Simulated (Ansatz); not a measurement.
Compare A (`[SiH3]OCS[SiH3]`) with its isomer B (`[SiH3]OC[SiH2]S`).

Gas-phase electronic energies from Ansatz, PBE0-D4/def2-TZVP geometries. CBS: MP2 limit from def2 TZ/QZ plus the TZ coupled-cluster correction, frozen cores. DFT in def2-TZVPP. One conformer a species, not always the lowest.

A:

Z-matrix (Å, degrees):
```
Si
O 1 1.651
H 1 1.489 2 110.0
H 1 1.479 2 106.0 3 120.1
H 1 1.488 2 110.8 3 -119.9
C 2 1.398 1 122.8 3 55.0
S 6 1.813 2 111.4 1 -166.8
H 6 1.096 2 111.1 1 -45.5
H 6 1.095 2 111.3 1 76.0
Si 7 2.135 6 98.0 2 58.8
H 10 1.488 7 108.9 6 44.5
H 10 1.483 7 113.1 6 -76.9
H 10 1.484 7 105.8 6 163.4
```

B:

```xyz
13

Si   -0.6206    1.9900   -0.9298
O    -0.4455    0.6166   -0.0358
C     0.2581   -0.5084   -0.5466
Si    0.2643   -1.8362    0.7947
S     1.1726   -1.0693    2.5650
H    -1.3654    1.7027   -2.1869
H     0.7117    2.5471   -1.2928
H    -1.3737    2.9437   -0.0839
H     1.2893   -0.2402   -0.8126
H    -0.2257   -0.8939   -1.4556
H     1.0904   -2.9960    0.3720
H    -1.1342   -2.2731    1.0386
H     0.3788    0.0168    2.5737
```

Which is lower in electronic energy at CCSD(T)/CBS, and by how much? (Best estimate.)

Computed: B, by 8.5 kcal/mol.

Give E(B) − E(A) in kcal/mol with HF/def2-TZVPP, CCSD(T)/def2-SVP, ωB97M-V, B2PLYP, PBE-D4, CCSD(T)/def2-TZVPP, r2SCAN-D4. (Estimate.)

The calculation gave: HF/def2-TZVPP -8.7, CCSD(T)/def2-SVP -7.7, ωB97M-V -8.8, B2PLYP -8.5, PBE-D4 -7.7, CCSD(T)/def2-TZVPP -8.6, r2SCAN-D4 -8.2. None reverses the order clearly.

Does the order hold for the free energy at 298.15 K (harmonic terms from PBE0-D4)? (Estimate.)

The calculation gave: Yes: G(B) − G(A) = -8.4 kcal/mol, for one conformer each. Modes under 60 cm⁻¹, often nearly free rotors, make the harmonic entropy too high.

Largest T1 diagnostic: 0.012.

Leaving LDA and LC-ωPBE aside and taking each functional with its dispersion term where it has one, the values, not all of them listed here, spread over 1.7 kcal/mol, from ωB97M-V to revPBE-D4. At CCSD(T), def2-SVP lies +0.8 kcal/mol from the extrapolated value and def2-TZVPP −0.1 kcal/mol.
